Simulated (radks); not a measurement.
Nd XXXIII, configuration [Ar] 3d10. All-electron calculation, scalar-relativistic Kohn-Sham, PBE, spin-unpolarised, spherical densities, point nucleus. Program: a radial shooting solver on a logarithmic mesh with Libxc functionals. Some entries of the table are withheld. Estimate them.

orbital,occ.,eigenvalue (eV),<1/r> (bohr^-1)
1s,2,(1),66.06
2s,2,-8215.507,(2)
2p,6,-7475.857,14.42
3s,2,(3),5.678
3p,6,-2413.108,(4)
3d,10,-2097.231,5.120

Answer. 
(1) 1s eigenvalue (eV): -44632.74
(2) 2s <1/r> (bohr^-1): 15.30
(3) 3s eigenvalue (eV): -2647.172
(4) 3p <1/r> (bohr^-1): 5.380
